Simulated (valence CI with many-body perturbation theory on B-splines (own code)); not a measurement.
**Kr³¹⁺: E2, E3, M1, M2 decay**

Level of theory: configuration interaction combined with many-body perturbation theory (CI+MBPT): three valence electrons over a frozen Dirac-Fock core [He], a basis of 11 s, 11 p, 9 d, 7 f, 5 g, 2 h, 1 i functions for each j, with the one-electron correlation potential Σ1 (screened to all orders), the two-electron term Σ2, the three-electron term Σ3, Breit, model QED; selected single and double excitations, second order for the rest (own B-spline code, finite nucleus).

The last digits are not significant, and no measured levels were compared; by estimate large intervals hold to a few tenths of a per cent, small ones and those within an open d or f shell to about a per cent.

Lines 1 to 17 of 17 in falling wavelength, among levels below 177.61 Ry, chosen from the decays that carry over 1 % of a level's rate. Wavelengths and rates use the calculated energies. Electric multipoles are in the length gauge, E1 and E2 with the static RPA response of the core. S is in atomic units (e²a₀⁴ for E2 and M2, e²a₀⁶ for E3), for M1 in squared Bohr magnetons. Weak lines are less certain than strong ones. Lines between different terms over intervals too small for the method are left out, as are lines whose strength nearly cancels. The highest levels of a list are the least certain.

Levels are named by their leading jj configuration (3d3/2^4 stands for four electrons in 3d with j = 3/2), which in mixed levels can hold well under half, so a name can repeat and another be missing. Letters in brackets count levels of one name in rising energy.

| λ vac (nm) | Upper | Lower | Type | A (s⁻¹) | S (a.u.) |
| --- | --- | --- | --- | --- | --- |
| 20.31 | (2s^2 2p3/2) J=3/2 | (2s^2 2p1/2) J=1/2 | M1 | 1.07e+06 | 1.33e+00 |
| 0.6002 | (2s 2p3/2 3p3/2) J=7/2 | (2s 2p3/2^2) J=5/2 | E2 | 5.64e+09 | 3.14e-04 |
| 0.5984 | (2s^2 3p1/2) J=1/2 | (2s^2 2p3/2) J=3/2 | E2 | 3.34e+10 | 4.58e-04 |
| 0.5952 | (2s 2p1/2 3p3/2) J=5/2 | (2s 2p1/2 2p3/2) J=5/2 | E2 | 1.02e+10 | 4.08e-04 |
| 0.5935 | (2s^2 3p3/2) J=3/2 | (2s^2 2p3/2) J=3/2 | E2 | 1.60e+10 | 4.21e-04 |
| 0.5918 | (2s 2p3/2 3d5/2) J=9/2 | (2s 2p3/2^2) J=5/2 | M2 | 2.30e+08 | 1.49e-05 |
| 0.5821 | (2s 2p3/2 3p3/2) J=7/2 | (2s 2p1/2 2p3/2) J=5/2 | E2 | 1.44e+10 | 6.90e-04 |
| 0.5795 | (2s 2p1/2 3p3/2) J=5/2 | (2s 2p1/2^2) J=1/2 | E2 | 1.84e+10 | 6.42e-04 |
| 0.5774 | (2s 2p3/2 3p3/2) J=7/2 | (2s 2p1/2 2p3/2) J=3/2 [a] | E2 | 1.37e+10 | 6.28e-04 |
| 0.5767 | (2s^2 3p3/2) J=3/2 | (2s^2 2p1/2) J=1/2 | E2 | 1.71e+10 | 3.90e-04 |
| 0.5743 | (2s 2p3/2 3d5/2) J=9/2 | (2s 2p1/2 2p3/2) J=5/2 | E3 | 1.44e+07 | 9.42e-05 |
| 0.5737 | (2p1/2 2p3/2 3d3/2) J=7/2 | (2s 2p3/2^2) J=3/2 | E2 | 4.19e+09 | 1.86e-04 |
| 0.5697 | (2s 2p3/2 3d5/2) J=9/2 | (2s 2p1/2 2p3/2) J=3/2 [a] | E3 | 1.68e+07 | 1.04e-04 |
| 0.5617 | (2p1/2 2p3/2 3d3/2) J=7/2 | (2s 2p3/2^2) J=5/2 | E2 | 4.40e+09 | 1.76e-04 |
| 0.5542 | (2p1/2 2p3/2 3d3/2) J=7/2 | (2s 2p1/2 2p3/2) J=3/2 [b] | E2 | 1.57e+10 | 5.86e-04 |
| 0.5459 | (2p1/2 2p3/2 3d3/2) J=7/2 | (2s 2p1/2 2p3/2) J=5/2 | E2 | 5.88e+10 | 2.04e-03 |
| 0.5430 | (2p1/2 2p3/2 3d5/2) J=7/2 | (2s 2p1/2 2p3/2) J=3/2 [a] | E2 | 8.49e+10 | 2.86e-03 |
